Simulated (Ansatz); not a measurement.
Born–Oppenheimer molecular dynamics of C3H9BOSSi (16 atoms, charge 0, multiplicity 1). It starts from a relaxed structure.

The calculation used RKS PBE0-D4/STO-3G in Ansatz 0.2.0.

```
ensemble                      : NVE (velocity Verlet)
time step                     : 0.5 fs
steps asked                   : 150
starting velocities drawn for : 300 K
masses                        : H 2.014 u
seed                          : 753388
```

First frame:

```xyz
16
Properties=species:S:1:pos:R:3
C 0.896 -0.800 2.036
C 0.475 -1.180 0.600
Si 0.692 0.238 -0.624
B -0.172 -0.034 -2.351
S -1.636 0.861 -2.413
C -1.554 1.527 -0.645
O -0.242 1.613 -0.106
H 0.310 0.053 2.405
H 0.743 -1.639 2.729
H 1.957 -0.520 2.075
H -0.571 -1.512 0.607
H 1.072 -2.037 0.261
H 2.069 0.679 -0.562
H 0.180 -0.674 -3.258
H -2.231 0.863 -0.056
H -2.010 2.538 -0.654
```

How far do the bonds stretch over the last three quarters of this one trajectory? (Pairs bonded in most of those frames.)


```tsv
bond	mean (Å)	spread (Å)	shortest	longest
C1–C2	1.546	0.015	1.53	1.57
C1–H8	1.098	0.010	1.08	1.12
C1–H9	1.099	0.010	1.08	1.12
C1–H10	1.102	0.023	1.06	1.14
C2–Si3	1.896	0.010	1.88	1.91
C2–H11	1.099	0.024	1.06	1.14
C2–H12	1.102	0.029	1.05	1.15
Si3–B4	1.956	0.027	1.92	2.00
Si3–O7	1.749	0.022	1.71	1.78
Si3–H13	1.450	0.011	1.43	1.47
B4–S5	1.718	0.018	1.68	1.74
B4–H14	1.169	0.041	1.11	1.23
S5–C6	1.899	0.037	1.84	1.95
C6–O7	1.422	0.015	1.40	1.45
C6–H15	1.116	0.002	1.11	1.12
C6–H16	1.109	0.004	1.10	1.12
```

Mean temperature of the second half: 152 K. The conserved energy stayed within 0.15 meV per atom of its start (net change 0.077 meV per atom), so the integration is sound. Over the second half the temperature averaged 0.51 of the 300 K drawn at the start: a run that starts near a minimum puts about half its kinetic energy into the potential. A run of 0.075 ps of so small a system gives no equilibrium averages. Limits of this set-up: minimal basis.

Time of the run: 14 min on 1 thread of Arm Neoverse N1, on a shared host, peak memory 0.13 GiB.
